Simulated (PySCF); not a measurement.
Computed properties of In(H)2(NH2) (H4InN), SMILES [InH2][NH2]

H4InN, SMILES [NH2][InH2]. Coordinates come from a PBE0-D3(BJ)/def2-TZVP optimisation. The def2 effective core potentials stand for the cores of In; spin–orbit coupling is left out. One conformer was computed; it need not be the lowest. All values are computed for the isolated molecule unless a solvent is named; none is compared with measurement here.

**Structure.** The optimised structure has C2v symmetry. All 12 harmonic modes at PBE0-D3(BJ)/def2-TZVP (PySCF) are real, so it is a minimum.

**Vibrations.** The strongest infrared lines (harmonic, unscaled, degenerate partners summed) lie at 1851 cm⁻¹ (276 km/mol, H 99 %), 161 cm⁻¹ (214 km/mol, H 79 %, N 20 %), 546 cm⁻¹ (188 km/mol, H 78 %, N 15 %). The softest mode is at 161 cm⁻¹ and the zero-point energy is 22.8 kcal/mol.

**Electronic structure.** PBE0/def2-TZVPD (PySCF) places the frontier levels at -6.99 and -1.14 eV, a gap of 5.85 eV, and gives a dipole moment of 0.31 D and a mean polarisability of 50.2 bohr³.

**Excitations.** TDA-PBE0/def2-TZVPD (PySCF) has S1 at 5.21 eV (238 nm, f = 0.091, bright); the most intense of the 10 singlets computed lies at 5.21 eV (f = 0.09). T1 (TDA) is at 4.02 eV, 1.19 eV under S1. No vertical singlet excitation falls in the visible range (under 3.1 eV).
